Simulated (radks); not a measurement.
Exchange energies: the exact (Fock) value of the Kohn-Sham orbitals and density-functional approximations, as 100 (|E| - |E exact|)/|E exact|, negative where the magnitude is too small. Species: Mn2+ [Ar] 3d5; Ne [Ne]; Ne [Ne]; Xe [Xe]. Method: non-relativistic Kohn-Sham, LDA (Slater exchange, Perdew-Wang correlation), spin-polarised, spherical densities, point nucleus; computed with a radial shooting solver on a logarithmic mesh with Libxc functionals. Every spin shell is full or empty, so the densities are truly spherical. Functionals are evaluated on that one density, not self-consistently.

functional           Mn2+        Ne        Ne        Xe
exact (hartree)  -50.5700  -12.0082  -12.0082  -178.945
LDA                 -6.52     -8.67     -8.67     -4.71
B88                 +0.14     +0.47     +0.47     +0.01
PBEsol              -2.86     -3.46     -3.46     -2.22
WC                  -1.13     -1.41     -1.41     -0.84
AM05                -5.84     -7.33     -7.33     -4.41
B86b                +0.18     +0.58     +0.58     -0.02
G96                 +0.33     +0.50     +0.50     +0.35
EV93                +0.59     +2.44     +2.44     -0.38
TPSS                +0.17     +0.80     +0.80     -0.33
SCAN                +0.33     +0.60     +0.60     +0.15
Tao-Mo              -0.35     +0.56     +0.56     -0.83
TASK                -2.68     -2.46     -2.46     -2.20
MVS                 -0.01     +0.21     +0.21     +0.05
